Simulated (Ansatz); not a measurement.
Computed with PBE-D3(BJ)/def2-SVP run with Ansatz (a first-principles code). No frequencies were computed at this level.

Ansatz 0.2 input:
```yaml
crystal:
  periodic: [false, false, false]
  atoms:
    - { symbol: C, position_ang: [0.362623, 3.004231, -0.234084] }
    - { symbol: O, position_ang: [0.929505, 1.779754, 0.160942] }
    - { symbol: Sn, position_ang: [0.002198, 0.000138, 0.000196] }
    - { symbol: O, position_ang: [-1.2923, -0.486915, 1.463033] }
    - { symbol: C, position_ang: [-0.916917, -1.052464, 2.694318] }
    - { symbol: O, position_ang: [1.459023, -1.387728, 0.067096] }
    - { symbol: C, position_ang: [2.73875, -1.217014, -0.489573] }
    - { symbol: O, position_ang: [-1.087495, 0.097113, -1.690045] }
    - { symbol: C, position_ang: [-2.185373, -0.735019, -1.970853] }
    - { symbol: H, position_ang: [1.159921, 3.741191, -0.10781] }
    - { symbol: H, position_ang: [0.050321, 2.995947, -1.279588] }
    - { symbol: H, position_ang: [-0.484582, 3.285194, 0.395362] }
    - { symbol: H, position_ang: [-0.346628, -1.974141, 2.568087] }
    - { symbol: H, position_ang: [-0.345213, -0.353424, 3.308607] }
    - { symbol: H, position_ang: [-1.857833, -1.283938, 3.200112] }
    - { symbol: H, position_ang: [2.708253, -1.17656, -1.580597] }
    - { symbol: H, position_ang: [3.23932, -0.325798, -0.107698] }
    - { symbol: H, position_ang: [3.30376, -2.10051, -0.181445] }
    - { symbol: H, position_ang: [-1.884231, -1.774554, -2.117666] }
    - { symbol: H, position_ang: [-2.949841, -0.685532, -1.193794] }
    - { symbol: H, position_ang: [-2.603258, -0.349973, -2.904598] }
basis:
  gaussian: { orbitals: def2-svp }
hamiltonian:
  xc: pbe
  dispersion: d3bj
relax:
  max_steps: 150
```

Output:

```
Functional definition: PBE
2191 factors; their error is unknown
mean field evaluation 1: about -18313.6911 eV, gradient 1.1e2 eV
mean field evaluation 2: about -18237.4727 eV, gradient 2.1e2 eV
mean field evaluation 4: about -18338.2936 eV, gradient 1.4e1 eV
mean field evaluation 8: about -18338.6718 eV, gradient 2.5e-1 eV
mean field evaluation 16: about -18338.5990 eV, gradient 7.3e-4 eV
mean field -18338.59896400 eV, -673.9310815781 hartree, gradient 7.2e-5 eV, S^2 0.000000; 0 other end points of the search recorded, 0 dependent functions left out
reference -18338.59901447 eV, -673.9310834327 hartree; 45, 45 occupied and 153, 153 virtual orbitals, 2191 factors
relax step   1: F+E_penalty+E_count = -18339.02799654 eV  Δ(F+E_penalty+E_count) = +0.000e0 eV  max|allowed force component| = 8.189e-1 eV/Å  Δτ_max = 0.0000 Å  (30 SCF iters, accepted)
these checks for a lower state are left out or cut short: starts, cluster_reference, orbital_swaps, neighbouring_geometries, increment
2191 factors; their error is unknown
mean field -18338.75742070 eV, -673.9369047544 hartree, gradient 2.6e-5 eV, S^2 0.000000; 0 other end points of the search recorded, 0 dependent functions left out
reference -18338.75747053 eV, -673.9369065856 hartree; 45, 45 occupied and 153, 153 virtual orbitals, 2191 factors
relax step   2: F+E_penalty+E_count = -18339.19237991 eV  Δ(F+E_penalty+E_count) = -1.644e-1 eV  max|allowed force component| = 2.280e-1 eV/Å  Δτ_max = 0.0554 Å  (30 SCF iters, accepted)
these checks for a lower state are left out or cut short: starts, cluster_reference, orbital_swaps, neighbouring_geometries, increment
2191 factors; their error is unknown
mean field evaluation 32: about -18338.7756 eV, gradient 8.1e-4 eV
mean field -18338.77559245 eV, -673.9375725539 hartree, gradient 1.1e-5 eV, S^2 0.000000; 0 other end points of the search recorded, 0 dependent functions left out
reference -18338.77564176 eV, -673.9375743659 hartree; 45, 45 occupied and 153, 153 virtual orbitals, 2191 factors
relax step   3: F+E_penalty+E_count = -18339.21519408 eV  Δ(F+E_penalty+E_count) = -2.281e-2 eV  max|allowed force component| = 1.081e-1 eV/Å  Δτ_max = 0.0860 Å  (30 SCF iters, accepted)
these checks for a lower state are left out or cut short: starts, cluster_reference, orbital_swaps, neighbouring_geometries, increment
2191 factors; their error is unknown
mean field -18338.77821271 eV, -673.9376688468 hartree, gradient 2.1e-5 eV, S^2 0.000000; 0 other end points of the search recorded, 0 dependent functions left out
reference -18338.77826204 eV, -673.9376706596 hartree; 45, 45 occupied and 153, 153 virtual orbitals, 2191 factors
relax step   4: F+E_penalty+E_count = -18339.21801774 eV  Δ(F+E_penalty+E_count) = -2.824e-3 eV  max|allowed force component| = 4.998e-2 eV/Å  Δτ_max = 0.0322 Å  (30 SCF iters, accepted)
these checks for a lower state are left out or cut short: starts, cluster_reference, orbital_swaps, neighbouring_geometries, increment
2191 factors; their error is unknown
mean field -18338.78060797 eV, -673.9377568710 hartree, gradient 9.5e-6 eV, S^2 0.000000; 0 other end points of the search recorded, 0 dependent functions left out
reference -18338.78065745 eV, -673.9377586894 hartree; 45, 45 occupied and 153, 153 virtual orbitals, 2191 factors
relax step   5: F+E_penalty+E_count = -18339.22052971 eV  Δ(F+E_penalty+E_count) = -2.512e-3 eV  max|allowed force component| = 4.170e-2 eV/Å  Δτ_max = 0.0840 Å  (30 SCF iters, accepted)
these checks for a lower state are left out or cut short: starts, cluster_reference, orbital_swaps, neighbouring_geometries, increment
2191 factors; their error is unknown
mean field -18338.78145972 eV, -673.9377881723 hartree, gradient 1.9e-5 eV, S^2 0.000000; 0 other end points of the search recorded, 0 dependent functions left out
reference -18338.78150932 eV, -673.9377899950 hartree; 45, 45 occupied and 153, 153 virtual orbitals, 2191 factors
relax step   6: F+E_penalty+E_count = -18339.22136169 eV  Δ(F+E_penalty+E_count) = -8.320e-4 eV  max|allowed force component| = 3.304e-2 eV/Å  Δτ_max = 0.0666 Å  (30 SCF iters, accepted)
these checks for a lower state are left out or cut short: starts, cluster_reference, orbital_swaps, neighbouring_geometries, increment
2191 factors; their error is unknown
mean field -18338.78177424 eV, -673.9377997305 hartree, gradient 1.7e-5 eV, S^2 0.000000; 0 other end points of the search recorded, 0 dependent functions left out
reference -18338.78182385 eV, -673.9378015537 hartree; 45, 45 occupied and 153, 153 virtual orbitals, 2191 factors
relax step   7: F+E_penalty+E_count = -18339.22157298 eV  Δ(F+E_penalty+E_count) = -2.113e-4 eV  max|allowed force component| = 1.946e-2 eV/Å  Δτ_max = 0.0142 Å  (32 SCF iters, accepted)
these checks for a lower state are left out or cut short: starts, cluster_reference, orbital_swaps, neighbouring_geometries, increment
2191 factors; their error is unknown
mean field evaluation 64: about -18338.8605 eV, gradient 7.0e-4 eV
mean field -18338.78193429 eV, -673.9378056122 hartree, gradient 1.6e-5 eV, S^2 0.000000; 0 other end points of the search recorded, 0 dependent functions left out
reference -18338.78198389 eV, -673.9378074352 hartree; 45, 45 occupied and 153, 153 virtual orbitals, 2191 factors
relax step   8: F+E_penalty+E_count = -18339.22165081 eV  Δ(F+E_penalty+E_count) = -7.783e-5 eV  max|allowed force component| = 7.107e-3 eV/Å  Δτ_max = 0.0084 Å  (32 SCF iters, accepted)
2191 factors; their error is unknown
mean field -18338.78193429 eV, -673.9378056122 hartree, gradient 1.6e-5 eV, S^2 0.000000; 1 other end points of the search recorded, 0 dependent functions left out
reference -18338.78198389 eV, -673.9378074352 hartree; 45, 45 occupied and 153, 153 virtual orbitals, 2191 factors
Total energy: -18339.22170041 eV, -673.9539667193 hartree
Atom 0 at     0.370332     2.939718    -0.111834 Å, force     0.004282     0.002515    -0.002095 eV/Å
Atom 1 at     1.017918     1.714155     0.203015 Å, force     0.001862    -0.001386     0.000611 eV/Å
Atom 2 at    -0.000047     0.000326    -0.000281 Å, force    -0.000176    -0.006805     0.005810 eV/Å
Atom 3 at    -1.373039    -0.453405     1.387124 Å, force    -0.002935     0.000290    -0.000531 eV/Å
Atom 4 at    -0.940882    -0.920458     2.658364 Å, force    -0.000629    -0.000099    -0.006771 eV/Å
Atom 5 at     1.376724    -1.450239     0.124048 Å, force     0.001127    -0.002723     0.000644 eV/Å
Atom 6 at     2.622420    -1.275934    -0.538291 Å, force    -0.002276    -0.001430     0.004055 eV/Å
Atom 7 at    -1.020668     0.189804    -1.714294 Å, force     0.002767     0.003709     0.000253 eV/Å
Atom 8 at    -2.051855    -0.743386    -2.008189 Å, force    -0.002151     0.002949     0.000721 eV/Å
Atom 9 at     1.152819     3.727366    -0.165335 Å, force     0.000381     0.000999     0.000258 eV/Å
Atom 10 at    -0.158446     2.918203    -1.091490 Å, force    -0.002078     0.001204    -0.004037 eV/Å
Atom 11 at    -0.364401     3.248238     0.668083 Å, force    -0.004870     0.002849     0.004989 eV/Å
Atom 12 at    -0.178656    -1.729535     2.593428 Å, force     0.003077    -0.002752    -0.000681 eV/Å
Atom 13 at    -0.523040    -0.105487     3.294375 Å, force     0.002952     0.005110     0.004140 eV/Å
Atom 14 at    -1.829722    -1.332663     3.183287 Å, force    -0.002458     0.000283    -0.000783 eV/Å
Atom 15 at     2.541649    -1.405943    -1.642770 Å, force     0.000415    -0.000795    -0.007107 eV/Å
Atom 16 at     3.088912    -0.283916    -0.343135 Å, force     0.001680     0.003906     0.000856 eV/Å
Atom 17 at     3.315432    -2.057710    -0.158687 Å, force    -0.000179    -0.001230     0.000406 eV/Å
Atom 18 at    -1.653743    -1.737261    -2.319671 Å, force     0.002383    -0.006423    -0.001927 eV/Å
Atom 19 at    -2.752616    -0.905902    -1.158275 Å, force    -0.003113    -0.001093     0.002386 eV/Å
Atom 20 at    -2.639090    -0.335974    -2.859473 Å, force    -0.000060     0.000921    -0.001199 eV/Å
Dipole moment:    -0.000612     0.000367    -0.000372 e Å
```

Cost: around 100 core-seconds (rough).
